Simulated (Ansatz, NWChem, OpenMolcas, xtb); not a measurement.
# Ligand exchange: C2H6OSi + SiH3I → C2H8Si2 + HOI

Gas-phase species: C2H6OSi `C=C[SiH2]O`, singlet; SiH3I `[SiH3]I`, singlet; C2H8Si2 `C=C[SiH2][SiH3]`, singlet; HOI (hypoiodous acid) `OI`, singlet. The partners trade OH for SiH3: Si–OH and I–SiH3 bonds give way to Si–SiH3 and I–OH.

Shapes, held fixed at every level: PBE0-D4/def2-TZVP. Flexible molecules stand in one conformer, not always the lowest. Programs: Ansatz 0.2.0, NWChem 7.3.0, OpenMolcas 26.06, xtb 6.7.1. A level may come from different programs for different species; with the same settings they agree closely. The zero-point and thermal change to 298 K, harmonic and unscaled (PBE0-D4/def2-TZVP), is -3.9 kJ/mol.

(1) Estimate ΔH(298 K) of this reaction.

## Answers

(1) The highest level, CCSD(T)/def2-TZVPP, gives ΔH(298 K) = +315.8 kJ/mol; the levels span +276.7 to +355.6. The column of differences is taken from that level and isn't an error. No measured value is set beside it here. For atoms past krypton def2 sets carry core potentials with scalar relativity. Outer-core shells of I are correlated, in sets that cover them unevenly.

```csv
level,kind,ΔH(298 K) (kJ/mol),less CCSD(T)/def2-TZVPP
GFN0-xTB,semi-empirical,+276.7,-39.1
HF/def2-SVP,Hartree–Fock,+355.6,+39.8
SPW92/def2-TZVPP,LDA,+296.1,-19.7
wB97X-V/def2-TZVPP,range-separated hybrid,+311.4,-4.4
MP2/def2-TZVPP,perturbation theory,+338.3,+22.5
CCSD(T)/def2-SVP,coupled cluster or CI,+314.4,-1.4
CCSD/def2-SVP,coupled cluster or CI,+320.4,+4.6
CCSD(T)/def2-TZVPP,coupled cluster or CI,+315.8,0.0
```
